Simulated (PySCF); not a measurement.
A GIAO shielding run with PySCF 2.14 (density fitting, non-relativistic, gas phase) on SMILES [C@@H]1(B)C[C@@H]1C, C$_{4}$H$_{9}$B:

```
{"job": {"kind": "nmr", "xc": "KT3", "basis": "pcSseg-1", "pop": false}, "charge": 0, "multiplicity": 1}
B      1.512322     1.218043     0.297339
C      0.783583    -0.089568     0.605028
C      0.244777    -0.813828    -0.652757
C     -0.704544    -0.324193     0.364638
C     -1.669104     0.794169     0.074066
H      1.034398     2.035199    -0.458655
H      2.607324     1.441610     0.763701
H      1.230888    -0.769190     1.337149
H      0.465859    -1.882117    -0.719710
H      0.304690    -0.278882    -1.605250
H     -1.111426    -1.098923     1.024521
H     -1.231678     1.542965    -0.600090
H     -1.972608     1.308531     0.999250
H     -2.578500     0.399880    -0.406559
```

Hardware: 1 thread of an Arm Neoverse V1, shared host. The job also computes ring-centre shieldings.

(1) How large is the calculation?

(2) How long does it take?

(3) And these other runs on the same molecule and hardware: GIAO shielding at B3LYP/pcSseg-1; GIAO shielding at B97-D/pcSseg-1; GIAO shielding at BLYP/pcSseg-1; GIAO shielding at BP86/pcSseg-1; GIAO shielding at HF/pcSseg-1; GIAO shielding at KT2/pcSseg-1?

Results:

(1) 38 electrons, 130 basis functions and 666 auxiliary functions.

(2) 15 s of wall time, with 13 SCF cycles. Times on a shared host scatter by some tens of per cent.

(3) B3LYP/pcSseg-1: 130 functions, 9.4 s; B97-D/pcSseg-1: 130 functions, 15 s; BLYP/pcSseg-1: 130 functions, 16 s; BP86/pcSseg-1: 130 functions, 16 s; HF/pcSseg-1: 130 functions, 4.5 s; KT2/pcSseg-1: 130 functions, 15 s.
